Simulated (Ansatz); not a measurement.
Task: Predict a relaxed structure of the cluster MoSe2⁺ (the lowest doublet isomer of a short search), charge 1, doublet, at PBE-D4/def2-TZVP (Ansatz).

Result: 
Cartesian coordinates in Å:
```
Mo 0.386 -0.707 -0.394
Se -1.658 0.080 -0.748
Se 1.272 0.627 1.142
```
Point group C2v (tolerance 0.1 Å). The metal has 2 neighbours: Se 2.22 Å, Se 2.22 Å. This is one stationary point.

In the def2 sets Mo takes a core potential; there is no spin–orbit coupling. The relaxation made no stability test and no search for a lower SCF solution. The structure comes from a short search, and lower isomers may exist.
